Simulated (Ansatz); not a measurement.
**Question.** Name a neutral molecule of B, C, F and H with LUMO energy (B3LYP/def2-TZVPP) between -3.10 and -2.80 eV and LUMO energy (ωB97M-V/def2-TZVPP) between -0.85 and -0.55 eV (Ansatz, PBE0-D4/def2-TZVP geometry).

**Answer.** `BC(F)(F)F` (-3.00 eV, -0.71 eV). Other molecules can fit too; these were computed, each in one conformer that needn't be the lowest.

B3LYP here is the variant with VWN-RPA as its local correlation; programs differ in this.
